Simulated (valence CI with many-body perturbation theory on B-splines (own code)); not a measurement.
**Ce27+: calculated level list**

Computed by relativistic CI+MBPT: three valence electrons over a frozen Dirac-Fock core [Ar] 3d10, a basis of 11 s, 11 p, 9 d, 7 f, 5 g, 2 h, 1 i functions for each j, with the one-electron correlation potential Σ1 (screened to all orders), the two-electron term Σ2, the three-electron term Σ3, Breit, model QED; selected single and double excitations, second order for the rest (own B-spline code, finite nucleus).

No measured spectrum was set against this ion. As an estimate, large intervals hold to a few tenths of a per cent, small ones and those within an open d or f shell to about a per cent.

Levels 1 to 45 of 74, with energies above the lowest level, (4s^2 4p1/2) J=1/2. "Leading %" is the weight of the configuration and term that name the level; weights of strongly mixed levels are sums over their largest components and can fall short. In the jj column 3d3/2^4 stands for four electrons in 3d with j = 3/2. Lifetimes count E1, E2, E3, M1 and M2 decay at the calculated energies, and are blank where another channel may lead or the interval is too uncertain; long ones can be off by a factor of two.

```
No.  Configuration  Term    J  E (cm⁻¹)  Leading %  Lifetime      g   Second component                Leading jj
  1         4s2 4p   2P°  1/2         0         99            0.663                            4s^2 4p1/2 (99 %)
  2         4s2 4p   2P°  3/2    209700         99   11.9 μs  1.332                            4s^2 4p3/2 (99 %)
  3         4s 4p2    4P  1/2    470650         73    139 ps  2.403     20 % 4s 4p2 2S         4s 4p1/2^2 (90 %)
  4         4s 4p2    4P  3/2    621640         95   1.18 ns  1.691                        4s 4p1/2 4p3/2 (98 %)
  5         4s 4p2    4P  5/2    663310         54    216 ps  1.416     44 % 4s 4p2 2D     4s 4p1/2 4p3/2 (94 %)
  6         4s 4p2    2D  3/2    728550         75   15.8 ps  0.916     19 % 4s 4p2 2P     4s 4p1/2 4p3/2 (91 %)
  7         4s 4p2    2P  1/2    756890         71   6.10 ps  1.159     18 % 4s 4p2 4P     4s 4p1/2 4p3/2 (86 %)
  8         4s 4p2    2D  5/2    858080         50   91.9 ps  1.379     45 % 4s 4p2 4P         4s 4p3/2^2 (91 %)
  9         4s 4p2    2S  1/2    966940         69   8.86 ps  1.769     21 % 4s 4p2 2P         4s 4p3/2^2 (94 %)
 10         4s 4p2    2P  3/2    970900         74   4.66 ps  1.229     12 % 4s 4p2 2D         4s 4p3/2^2 (80 %)
 11         4s2 4d    2D  3/2   1067600         85   2.90 ps  0.823      9 % 4s 4p2 2D         4s^2 4d3/2 (85 %)
 12         4s2 4d    2D  5/2   1103800         93   4.37 ps  1.200      5 % 4s 4p2 2D         4s^2 4d5/2 (93 %)
 13            4p3   2P°  3/2   1219600         40   10.8 ps  1.343       28 % 4p3 2D°      4p1/2^2 4p3/2 (93 %)
 14            4p3   4S°  3/2   1386100         51   7.70 ps  1.409       33 % 4p3 2D°      4p1/2 4p3/2^2 (84 %)
 15            4p3   2D°  5/2   1391300         76   21.5 ps  1.185  18 % 4s 4p 4d 2D°      4p1/2 4p3/2^2 (76 %)
 16       4s 4p 4d   4F°  3/2   1426900         83   35.5 ps  0.510   8 % 4s 4p 4d 2D°     4s 4p1/2 4d3/2 (89 %)
 17       4s 4p 4d   4F°  5/2   1460300         74   23.5 ps  1.058        7 % 4p3 2D°     4s 4p1/2 4d3/2 (61 %)
 18            4p3   2P°  1/2   1464100         93   7.52 ps  0.663   5 % 4s 4p 4d 2P°      4p1/2 4p3/2^2 (93 %)
 19       4s 4p 4d   4P°  5/2   1519300         52   5.43 ps  1.439  24 % 4s 4p 4d 4D°     4s 4p1/2 4d5/2 (91 %)
 20       4s 4p 4d   4F°  7/2   1519400         69   16.2 ps  1.257  17 % 4s 4p 4d 4D°     4s 4p1/2 4d5/2 (84 %)
 21       4s 4p 4d   4D°  3/2   1521100         50   3.32 ps  1.346  30 % 4s 4p 4d 4P°     4s 4p1/2 4d3/2 (65 %)
 22       4s 4p 4d   4D°  1/2   1523200         73   2.69 ps  0.346  18 % 4s 4p 4d 2P°     4s 4p1/2 4d3/2 (91 %)
 23       4s 4p 4d   2F°  5/2   1588800         74   6.99 ps  0.953   6 % 4s 4p 4d 4F°     4s 4p1/2 4d5/2 (69 %)
 24       4s 4p 4d   2D°  3/2   1612600         55   3.40 ps  0.987  17 % 4s 4p 4d 2P°     4s 4p1/2 4d5/2 (43 %)
 25            4p3   2P°  3/2   1623500         37   7.15 ps  1.294       22 % 4p3 2D°            4p3/2^3 (73 %)
 26       4s 4p 4d   4F°  9/2   1664800        100   16.8 μs  1.332                       4s 4p3/2 4d5/2 (100 %)
 27       4s 4p 4d   4P°  1/2   1681200         88   4.00 ps  2.365  11 % 4s 4p 4d 4D°     4s 4p3/2 4d3/2 (97 %)
 28       4s 4p 4d   4D°  5/2   1681300         58   3.23 ps  1.289  12 % 4s 4p 4d 4F°     4s 4p3/2 4d3/2 (90 %)
 29       4s 4p 4d   4P°  3/2   1686300         54   3.61 ps  1.473  40 % 4s 4p 4d 4D°     4s 4p3/2 4d3/2 (87 %)
 30       4s 4p 4d   4D°  7/2   1687500         63   3.67 ps  1.348  26 % 4s 4p 4d 4F°     4s 4p3/2 4d3/2 (52 %)
 31       4s 4p 4d   2D°  5/2   1731200         49   6.04 ps  1.321  34 % 4s 4p 4d 4P°     4s 4p3/2 4d5/2 (96 %)
 32       4s 4p 4d   2D°  3/2   1745000         61   3.06 ps  0.999  14 % 4s 4p 4d 2P°     4s 4p3/2 4d3/2 (42 %)
 33       4s 4p 4d   2F°  7/2   1781600         97   6.79 ps  1.145                        4s 4p3/2 4d5/2 (74 %)
 34       4s 4p 4d   2F°  5/2   1786500         72   2.93 ps  0.901    13 % 4s2 4f 2F°     4s 4p3/2 4d3/2 (77 %)
 35       4s 4p 4d   2F°  7/2   1796900         67   3.86 ps  1.194  18 % 4s 4p 4d 4D°     4s 4p3/2 4d5/2 (71 %)
 36       4s 4p 4d   2P°  1/2   1812700         81   2.57 ps  0.610  15 % 4s 4p 4d 4D°     4s 4p3/2 4d3/2 (72 %)
 37       4s 4p 4d   2P°  1/2   1842100         92   3.42 ps  0.670        6 % 4p3 2P°     4s 4p3/2 4d5/2 (74 %)
 38       4s 4p 4d   2P°  3/2   1862600         86   3.06 ps  1.315   4 % 4s 4p 4d 4D°     4s 4p3/2 4d5/2 (88 %)
 39       4s 4p 4d   2D°  3/2   1864700         46   2.12 ps  1.040  34 % 4s 4p 4d 2P°     4s 4p3/2 4d3/2 (44 %)
 40       4s 4p 4d   2D°  5/2   1871000         76   2.23 ps  1.150  12 % 4s 4p 4d 2F°     4s 4p3/2 4d5/2 (81 %)
 41         4p2 4d    4F  3/2   1999300         46   14.4 ps  0.727     22 % 4p2 4d 2D      4p1/2^2 4d3/2 (95 %)
 42         4s2 4f   2F°  5/2   2008300         83   2.70 ps  0.857  15 % 4s 4p 4d 2F°         4s^2 4f5/2 (83 %)
 43         4s2 4f   2F°  7/2   2011300         86   3.15 ps  1.143  12 % 4s 4p 4d 2F°         4s^2 4f7/2 (86 %)
 44         4p2 4d    4F  5/2   2061700         29   10.1 ps  1.174     26 % 4p2 4d 4D      4p1/2^2 4d5/2 (86 %)
 45         4p2 4d    2F  5/2   2154400         56   17.4 ps  0.930     37 % 4p2 4d 4F  4p1/2 4p3/2 4d3/2 (90 %)
```

Where two levels of one J and parity lie close, their mixing, g and order are uncertain.

The ionisation energy to 4s2 1S_0 of the next ion comes out as 966.96 eV (NIST: 965 ± 4 eV (theoretical)). All 74 levels together are meant to be complete up to 2495100 cm⁻¹.
